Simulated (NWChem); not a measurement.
Molecule: C$_{2}$H$_{9}$NSi; SMILES CN(C)[SiH3]

Program: NWChem. Coordinates come from a PBE0/def2-SVP optimisation. Level: PBE0/def2-SVP with SMD (1 M gas to 1 M solution), gas-phase geometry. Reactions with the solvent are ignored.

For solvent water:

```yaml
solvation free energy (kcal/mol): 2.2
cavity-dispersion-structure term (kcal/mol): 3.6
dipole in solution (D): 1.24
```

What are these values for solvent toluene?

The solvation free energy (kcal/mol) comes out as -1.9. The cavity-dispersion-structure term (kcal/mol) is -1.2. The dipole in solution (D) comes out as 1.10.
